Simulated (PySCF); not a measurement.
These 3 structures share the formula C6H8BNO2. Computed with PBE0-D3(BJ)/def2-SVP geometry optimisation, gas phase (PySCF). One conformer each; no zero-point energy, no entropy. No frequencies were run at this level. Point groups hold within 0.08 Å.

Task: Order them by energy at this level, lowest first, and give relative energies in kJ/mol.
A. `[CH3:1][c:2]1[cH:3][cH:4][c:5]([B:6]([OH:7])[OH:8])[n:9][cH:10]1` with C5–B6–O7–H 0°, C5–B6–O8–H 180°
B. `[cH:1]1[cH:2][cH:3][n:4]([B:5]2[O:6][CH2:7][CH2:8][O:9]2)[cH:10]1` with C3–N4–B5–O6 0°
C. `[NH2:1][c:2]1[cH:3][cH:4][c:5]([B:6]([OH:7])[OH:8])[cH:9][cH:10]1` with C5–B6–O7–H 180°, C5–B6–O8–H 179°

Result: A (0.0), C (2.0), B (38.4).

As drawn, the lowest has an O–H bond, which the highest lacks; the highest has a B–N bond, which the lowest lacks. Neighbours under 10 kJ/mol apart (Cc1ccc(B(O)O)nc1 and Nc1ccc(B(O)O)cc1) can change places with a better method, another conformer or zero-point energy.

```
          SMILES      E (Eh)  E rel (kJ/mol)  dipole (D)  point group       A, B, C (MHz)
Cc1ccc(B(O)O)nc1  -462.78129             0.0        2.43            –  3668, 769.5, 638.7
Nc1ccc(B(O)O)cc1  -462.78052             2.0        0.90           Cs  3641, 745.0, 618.7
c1ccn(B2OCCO2)c1  -462.76666            38.4        3.30            –  4196, 845.1, 709.7
```

Task: How do the relative energies change in single points at PBE0/pcSseg-1 (no added dispersion term) on the same geometries?

Result: 
```json
{"SMILES": "Cc1ccc(B(O)O)nc1", "PBE0-D3(BJ)/def2-SVP (kJ/mol)": "0.0", "PBE0/pcSseg-1 (kJ/mol)": "0.0", "shift": "0.0"}
{"SMILES": "Nc1ccc(B(O)O)cc1", "PBE0-D3(BJ)/def2-SVP (kJ/mol)": "2.0", "PBE0/pcSseg-1 (kJ/mol)": "7.7", "shift": "+5.7"}
{"SMILES": "c1ccn(B2OCCO2)c1", "PBE0-D3(BJ)/def2-SVP (kJ/mol)": "38.4", "PBE0/pcSseg-1 (kJ/mol)": "43.2", "shift": "+4.8"}
```

Each column counts from its own lowest isomer. The order is unchanged; the largest shift is 5.7 kJ/mol.
